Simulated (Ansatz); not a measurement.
Consider the substitution at a C–Zn bond: `N=[C](F)[Zn][F]` + H₂S → `N=C(F)S` + `[F][ZnH]`.

Computed with Ansatz on PBE0-D4/def2-TZVP structures; ΔE is electronic, products minus reactants. CCSD(T)/CBS is the MP2 limit (def2-TZVPP, def2-QZVPP) plus CCSD(T) − MP2 in def2-TZVPP, frozen cores. This one scheme is used for every species. For Zn outer-core shells are correlated without core-valence functions, which leaves a few kJ/mol of doubt a bond. Scalar relativity is left out up to krypton. Each species was taken in one conformer, which may not be the lowest.

```tsv
species	CCSD(T)/CBS(def2) energy (Eh)
`N=[C](F)[Zn][F]`	-2071.32641
H₂S	-398.97279
`N=C(F)S`	-591.49692
`[F][ZnH]`	-1878.79355
```

**Question.** Work out ΔE.

**Answer.** ΔE = (-591.49692) + (-1878.79355) − (-2071.32641) − (-398.97279) = 0.00873 Eh = +22.9 kJ/mol.

Largest T1 diagnostic among the species: 0.018.

Leaving LDA and LC-ωPBE aside and taking each functional with its dispersion term where it has one, the values, not all of them listed here, spread over 13.0 kJ/mol, from B97M-V to B2PLYP. LDA lies −8.7 kJ/mol from PBE without D4.
